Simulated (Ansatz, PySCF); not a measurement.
Species: SnH4, net charge 0, singlet state. SMILES: [SnH4]
Structure (B3LYP-D3(BJ)/def2-TZVP (Ansatz, a quantum-chemistry and plane-wave program) minimum search):
```xyz
5

Sn     0.0000     0.0000     0.0000
H     -1.1293     1.1610    -0.5438
H      0.2699    -1.1525    -1.2320
H     -0.6131    -0.7839     1.3888
H      1.4724     0.7754     0.3870
```
Charge 0, spin multiplicity 1.

Quantity: atomisation energy (electronic, to ground-state atoms), in eV. Cores are frozen in the correlated levels unless marked. Open shells are spin-unrestricted. Spin-orbit coupling is left out. Frozen are the shells of the preceding noble gas and the d and f shells that filled before the atom's block. In def2 rows, elements after Kr have scalar-relativistic effective core potentials. The coupled-cluster limit lacks core correlation, which all-electron functionals hold. CBS marks a two-point X^-3 extrapolation of the correlation energy; Hartree-Fock from the larger set.

```tsv
level	program	atomisation energy (eV)
HF-D4/def2-TZVPD	PySCF + dftd4	8.48
revPBE-D3(BJ)/def2-TZVPD	Ansatz + dftd3	10.77
```

Task: What does CCSD(T)/CBS(def2-TZVPPD,def2-QZVPPD) (Ansatz) give?

Result: 11.31 eV, so revPBE-D3(BJ)/def2-TZVPD differs from it by -0.54 eV.
